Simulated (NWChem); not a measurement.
System: TiH₃O₃Br; SMILES [OH][Ti]([OH])([OH])[Br]

NWChem input:

```
start job
memory heap 200 mb stack 900 mb global 1100 mb
geometry units angstroms noautosym
  Ti     0.005838     0.632827    -0.006177
  Br    -0.018643    -1.756971     0.012110
  O     -0.519424     1.242362     1.548866
  H     -1.105739     1.901734     2.054083
  O     -1.075827     1.224026    -1.247730
  H     -1.333725     1.941796    -1.915606
  O      1.631646     1.207746    -0.327160
  H      2.331924     1.900438    -0.086725
end
basis spherical
  * library def2-svp
end
dft
  xc pbe0
  grid fine
  iterations 150
end
driver
  maxiter 120
  tight
end
task dft optimize
task dft freq
```

Parts of the log:

```
             Northwest Computational Chemistry Package (NWChem) 7.3.0
             --------------------------------------------------------

                             Geometry "geometry" -> ""
                             -------------------------

 Output coordinates in angstroms (scale by  1.889725989 to convert to a.u.)

  No.       Tag          Charge          X              Y              Z
 ---- ---------------- ---------- -------------- -------------- --------------
    1 Ti                  22.0000     0.00989096     0.78085975    -0.00774267
    2 Br                  35.0000    -0.01459004    -1.60893825     0.01054433
    3 O                    8.0000    -0.51537104     1.39039475     1.54730033
    4 H                    1.0000    -1.10168604     2.04976675     2.05251733
    5 O                    8.0000    -1.07177404     1.37205875    -1.24929567
    6 H                    1.0000    -1.32967204     2.08982875    -1.91717167
    7 O                    8.0000     1.63569896     1.35577875    -0.32872567
    8 H                    1.0000     2.33597696     2.04847075    -0.08829067

 Effective nuclear repulsion energy (a.u.)     542.0717984272

                                Z-matrix (autoz)
                                --------

 Units are Angstrom for bonds and degrees for angles

      Type          Name      I     J     K     L     M      Value
      ----------- --------  ----- ----- ----- ----- ----- ----------
    1 Stretch                  1     2                       2.38999
    2 Stretch                  1     3                       1.75088
    3 Stretch                  1     5                       1.74956
    4 Stretch                  1     7                       1.75408
    5 Stretch                  3     4                       1.01675
    6 Stretch                  5     6                       1.01379
    7 Stretch                  7     8                       1.01391
    8 Bend                     1     3     4               147.14821
    9 Bend                     1     5     6               149.77161
   10 Bend                     1     7     8               145.15363
   11 Bend                     2     1     3               109.76926
   12 Bend                     2     1     5               109.69310
   13 Bend                     2     1     7               109.79328
   14 Bend                     3     1     5               109.09593
   15 Bend                     3     1     7               109.05526
   16 Bend                     5     1     7               109.41599
   17 Torsion                  2     1     3     4        -133.99776
   18 Torsion                  2     1     5     6        -152.18238
   19 Torsion                  2     1     7     8        -139.77535
   20 Torsion                  3     1     5     6          87.54762
   21 Torsion                  3     1     7     8         -19.46935
   22 Torsion                  4     3     1     5         -13.77461
   23 Torsion                  4     3     1     7         105.68146
   24 Torsion                  5     1     7     8          99.78795
   25 Torsion                  6     5     1     7         -31.68456

                           NWChem Geometry Optimization
                           ----------------------------

 maximum gradient threshold         (gmax) =   0.000015
 rms gradient threshold             (grms) =   0.000010
 maximum cartesian step threshold   (xmax) =   0.000060
 rms cartesian step threshold       (xrms) =   0.000040
 fixed trust radius                (trust) =   0.300000
 source of zmatrix                         =   autoz

          -------------------
          Energy Minimization
          -------------------

 Using diagonal initial Hessian
 Scaling for Hessian diagonals: bonds = 1.00  angles = 0.25  torsions = 0.10

          --------
          Step   0

                                 NWChem DFT Module
                                 -----------------

 Summary of "ao basis" -> "ao basis" (spherical)
 ------------------------------------------------------------------------------
       Tag                 Description            Shells   Functions and Types
 ---------------- ------------------------------  ------  ---------------------
 Ti                         def2-svp                11       31   5s3p2d1f
 Br                         def2-svp                12       32   5s4p3d
 O                          def2-svp                 6       14   3s2p1d
 H                          def2-svp                 3        5   2s1p

            General Information
            -------------------
          SCF calculation type: DFT
          Wavefunction type:  closed shell.
          No. of atoms     :     8
          No. of electrons :    84
           Alpha electrons :    42
            Beta electrons :    42
          Charge           :     0
          Spin multiplicity:     1
          Use of symmetry is: off; symmetry adaption is: off
          Maximum number of iterations: 150
          AO basis - number of functions:   120
                     number of shells:    50
          Convergence on energy requested:  1.00D-06
          Convergence on density requested:  1.00D-05
          Convergence on gradient requested:  5.00D-04

              XC Information
              --------------
                         PBE0 Method XC Functional
                     Hartree-Fock (Exact) Exchange  0.250
          PerdewBurkeErnzerhof Exchange Functional  0.750
            Perdew 1991 LDA Correlation Functional  1.000 local
           PerdewBurkeErnz. Correlation Functional  1.000 non-local

             Grid Information
             ----------------
          Grid used for XC integration:  fine
          Radial quadrature: Mura-Knowles
          Angular quadrature: Lebedev.
          Tag              B.-S. Rad. Rad. Pts. Rad. Cut. Ang. Pts.
          ---              ---------- --------- --------- ---------
          Ti                  1.40      140          11.0       974
          Br                  1.15      140          12.0       974
          O                   0.60       70          10.0       590
          H                   0.35       60          11.0       590
          Grid pruning is: on
          Number of quadrature shells:   670
          Spatial weights used:  Erf1

      Superposition of Atomic Density Guess
      -------------------------------------

 Sum of atomic energies:       -3645.91565374

      Non-variational initial energy
      ------------------------------

 Total energy =   -3646.316065
 1-e energy   =   -6135.037724
 2-e energy   =    1946.649861
 HOMO         =      -0.419029
 LUMO         =      -0.027306

   convergence    iter        energy       DeltaE   RMS-Dens  Diis-err
 ---------------- ----- ----------------- --------- --------- ---------
 d= 0,ls=0.0,diis     1  -3649.5321690407 -4.19D+03  3.79D-02  3.10D+00
 d= 0,ls=0.0,diis     2  -3635.9603079101  1.36D+01  3.02D-02  1.33D+02
 d= 0,ls=0.0,diis     3  -3649.7525114312 -1.38D+01  4.56D-03  2.45D+00
 d= 0,ls=0.0,diis     4  -3649.9542434094 -2.02D-01  1.71D-03  2.75D-01
 d= 0,ls=0.0,diis     5  -3649.9824206154 -2.82D-02  6.89D-04  3.18D-02
  Resetting Diis
 d= 0,ls=0.0,diis     6  -3649.9849233911 -2.50D-03  3.46D-04  4.91D-03
 d= 0,ls=0.0,diis     7  -3649.9854675484 -5.44D-04  1.34D-04  1.29D-04
 d= 0,ls=0.0,diis     8  -3649.9854361348  3.14D-05  9.10D-05  4.24D-04
 d= 0,ls=0.0,diis     9  -3649.9854792161 -4.31D-05  2.01D-05  1.20D-05
 d= 0,ls=0.0,diis    10  -3649.9854799522 -7.36D-07  9.02D-06  5.23D-06

         Total DFT energy =    -3649.985479952153
      One electron energy =    -6141.589592131488
           Coulomb energy =     2109.056424600685
    Exchange-Corr. energy =     -159.524110848569
 Nuclear repulsion energy =      542.071798427218

 Numeric. integr. density =       83.999999848280

                       DFT Final Molecular Orbital Analysis
                       ------------------------------------

 Vector   40  Occ=2.000000D+00  E=-3.240816D-01
              MO Center= -5.0D-03, -1.3D+00,  8.8D-03, r^2= 2.3D+00
   Bfn.  Coefficient  Atom+Function         Bfn.  Coefficient  Atom+Function
  ----- ------------  ---------------      ----- ------------  ---------------
    44      0.477762  2 Br py                47      0.469555  2 Br py
    41     -0.320172  2 Br py                10      0.173524  1 Ti py
    19     -0.170502  1 Ti d  2               4      0.157243  1 Ti s
    13     -0.152926  1 Ti py                 3     -0.129460  1 Ti s
    36     -0.127422  2 Br s                 35     -0.106963  2 Br s

[...]

      ----------------------
      Optimization converged
      ----------------------

  Step       Energy      Delta E   Gmax     Grms     Xrms     Xmax
  ---- ---------------- -------- -------- -------- -------- --------
@   38   -3649.99682472  1.5D-07  0.00000  0.00000  0.00002  0.00005
                                     ok       ok       ok       ok

                                Z-matrix (autoz)
                                --------

 Units are Angstrom for bonds and degrees for angles

      Type          Name      I     J     K     L     M      Value     Gradient
      ----------- --------  ----- ----- ----- ----- ----- ---------- ----------
    1 Stretch                  1     2                       2.38821   -0.00000
    2 Stretch                  1     3                       1.76405   -0.00000
    3 Stretch                  1     5                       1.76404   -0.00000
    4 Stretch                  1     7                       1.76404   -0.00000
    5 Stretch                  3     4                       0.96240   -0.00000
    6 Stretch                  5     6                       0.96240   -0.00000
    7 Stretch                  7     8                       0.96240   -0.00000
    8 Bend                     1     3     4               133.08587   -0.00000
    9 Bend                     1     5     6               133.08693   -0.00000
   10 Bend                     1     7     8               133.08745    0.00000
   11 Bend                     2     1     3               109.28383    0.00000
   12 Bend                     2     1     5               109.28290   -0.00000
   13 Bend                     2     1     7               109.28409    0.00000
   14 Bend                     3     1     5               109.65789    0.00000
   15 Bend                     3     1     7               109.65802    0.00000
   16 Bend                     5     1     7               109.65863   -0.00000
   17 Torsion                  2     1     3     4        -103.04131    0.00000
   18 Torsion                  2     1     5     6        -103.05393    0.00000
   19 Torsion                  2     1     7     8        -103.06313   -0.00000
   20 Torsion                  3     1     5     6         137.17685    0.00000
   21 Torsion                  3     1     7     8          16.70690   -0.00000
   22 Torsion                  4     3     1     5          16.72735   -0.00000
   23 Torsion                  4     3     1     7         137.18851    0.00000
   24 Torsion                  5     1     7     8         137.16761    0.00000
   25 Torsion                  6     5     1     7          16.71606   -0.00000

                         Geometry "geometry" -> "geometry"
                         ---------------------------------

 Output coordinates in angstroms (scale by  1.889725989 to convert to a.u.)

  No.       Tag          Charge          X              Y              Z
 ---- ---------------- ---------- -------------- -------------- --------------
    1 Ti                  22.0000    -0.00684641     0.90877667     0.00161890
    2 Br                  35.0000    -0.01052836    -1.47942054    -0.00506711
    3 O                    8.0000    -0.38720970     1.48739658     1.62408028
    4 H                    1.0000    -1.18328724     1.85432940     2.02137223
    5 O                    8.0000    -1.21901918     1.49638245    -1.13733267
    6 H                    1.0000    -1.16332531     1.86573184    -2.02429199
    7 O                    8.0000     1.58835778     1.49023926    -0.47699497
    8 H                    1.0000     2.33033214     1.85478434     0.01575100

 Effective nuclear repulsion energy (a.u.)     543.2203504012

                Final and change from initial internal coordinates
                --------------------------------------------------

                                Z-matrix (autoz)
                                --------

 Units are Angstrom for bonds and degrees for angles

[...]

 Rotational Constants
 --------------------
 A=   0.112737 cm-1  (  0.162199 K)
 B=   0.041646 cm-1  (  0.059918 K)
 C=   0.041646 cm-1  (  0.059918 K)

 Temperature                      =   298.15K
 frequency scaling parameter      =   1.0000

 Zero-Point correction to Energy  =   25.115 kcal/mol  (  0.040024 au)
 Thermal correction to Energy     =   30.578 kcal/mol  (  0.048730 au)
 Thermal correction to Enthalpy   =   31.171 kcal/mol  (  0.049674 au)

 Total Entropy                    =   91.594 cal/mol-K
   - Translational                =   41.399 cal/mol-K (mol. weight = 176.8727)
   - Rotational                   =   28.490 cal/mol-K (symmetry #  =        1)
   - Vibrational                  =   21.705 cal/mol-K

 Cv (constant volume heat capacity) =   28.107 cal/mol-K
   - Translational                  =    2.979 cal/mol-K
   - Rotational                     =    2.979 cal/mol-K
   - Vibrational                    =   22.148 cal/mol-K

[normal modes left out]

 ----------------------------------------------------------------------------
 Normal Eigenvalue ||           Projected Infra Red Intensities
  Mode   [cm**-1]  || [atomic units] [(debye/angs)**2] [(KM/mol)] [arbitrary]
 ------ ---------- || -------------- ----------------- ---------- -----------
    1       -0.000 ||    0.000914           0.021         0.891       0.089
    2        0.000 ||    0.000036           0.001         0.035       0.004
    3        0.000 ||    0.000897           0.021         0.874       0.088
    4        0.000 ||    0.000639           0.015         0.623       0.063
    5        0.000 ||    0.000422           0.010         0.412       0.041
    6        0.000 ||    0.000356           0.008         0.347       0.035
    7      135.880 ||    0.001826           0.042         1.780       0.179
    8      135.886 ||    0.001828           0.042         1.782       0.179
    9      149.348 ||    0.069168           1.596        67.428       6.770
   10      198.213 ||    0.023532           0.543        22.940       2.303
   11      198.225 ||    0.023536           0.543        22.944       2.304
   12      262.278 ||    0.031346           0.723        30.558       3.068
   13      262.302 ||    0.031348           0.723        30.560       3.068
   14      267.722 ||    0.105307           2.430       102.658      10.308
   15      374.256 ||    0.270482           6.240       263.679      26.476
   16      436.894 ||    0.224254           5.174       218.614      21.951
   17      436.915 ||    0.224242           5.173       218.603      21.950
   18      448.752 ||    0.007260           0.167         7.077       0.711
   19      786.555 ||    0.145999           3.368       142.327      14.291
   20      839.042 ||    0.216793           5.002       211.340      21.220
   21      839.047 ||    0.216793           5.002       211.340      21.221
   22     3932.520 ||    0.337922           7.796       329.423      33.077
   23     3932.531 ||    0.337901           7.796       329.403      33.075
   24     3940.386 ||    0.179088           4.132       174.584      17.530
 ----------------------------------------------------------------------------
```

Level: PBE0/def2-SVP. This build's default masses of Se (78.918 u) and Br (79.917 u) are each other's, which moves their modes by up to 0.6 %. The printed entropy takes a lower symmetry number than the molecule has.
